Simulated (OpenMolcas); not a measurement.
An atom or ion with 14 electrons was computed by MS-CASPT2, IPEA 0.25 Eh, imaginary shift 0.1 Eh with spin-orbit coupling (OpenMolcas, ANO-RCC-VQZP, DKH2). The lowest levels that the run gave, each within 12 % of the measured value where one is at hand:

```json
{"J": "0", "Parity": "even", "E (cm⁻¹)": "0.0", "g": ""}
{"J": "1", "Parity": "even", "E (cm⁻¹)": "693", "g": "1.501"}
{"J": "2", "Parity": "even", "E (cm⁻¹)": "1862", "g": "1.499"}
{"J": "2", "Parity": "even", "E (cm⁻¹)": "16130", "g": "1.002"}
{"J": "0", "Parity": "even", "E (cm⁻¹)": "36880", "g": ""}
{"J": "2", "Parity": "odd", "E (cm⁻¹)": "82990", "g": "2.002"}
{"J": "1", "Parity": "odd", "E (cm⁻¹)": "119820", "g": "0.500"}
{"J": "2", "Parity": "odd", "E (cm⁻¹)": "119860", "g": "1.168"}
{"J": "3", "Parity": "odd", "E (cm⁻¹)": "119960", "g": "1.334"}
{"J": "0", "Parity": "odd", "E (cm⁻¹)": "143410", "g": ""}
{"J": "1", "Parity": "odd", "E (cm⁻¹)": "143460", "g": "1.500"}
{"J": "2", "Parity": "odd", "E (cm⁻¹)": "143550", "g": "1.500"}
```

Q: Which ion is it, and what are the configurations and terms?

A: Ar4+ (Z = 18, charge +4; active space 4 electrons in 8 orbitals (3s 3p 4s 4p)). J, parity and g give the terms where levels are pure, and mixed ones are named by the computed weights; the size of the splittings, set against known spectra of the 14-electron sequence, gives the charge. In order, with the measured energies in cm⁻¹ (Saloman, J. Phys. Chem. Ref. Data 39, 033101 (2010)): 3s² 3p² ³P₀, 3s² 3p² ³P₁ (763), 3s² 3p² ³P₂ (2029), 3s² 3p² ¹D₂ (16299), 3s² 3p² ¹S₀ (37912), 3s 3p³ ⁵S°₂, 3s 3p³ ³D°₁ (121629), 3s 3p³ ³D°₂ (121675), 3s 3p³ ³D°₃ (121803), 3s 3p³ ³P°₀, 3s 3p³ ³P°₁, 3s 3p³ ³P°₂.

CASPT2 breaks the degeneracy within a term, and the mean is taken; among the terms shown or strongly mixed into the levels shown the widest spread is 270 cm-1 (3s 3p³ ³D°). Over all roots computed the reference weight is 0.85 to 0.99; the roots of lowest weight are the least certain, and an intruder state may touch them. Active for correlation alone: 4p 4s; no level in the range computed is led by a configuration that fills them, so any true level of that kind is missing. Terms of s pⁿ other than that of highest spin mix with s² pⁿ⁻² d, which this space lacks; all of them can be thousands of cm-1 off, and some have no real level of that name. Computed and measured levels are paired by configuration, term and J; levels that our copy of the source lacks, or whose pairing is in doubt (as where it misses far off the trend of its configuration), stay unpaired and out of the deviations. Levels of configurations outside the active space are missing.

° marks odd parity.
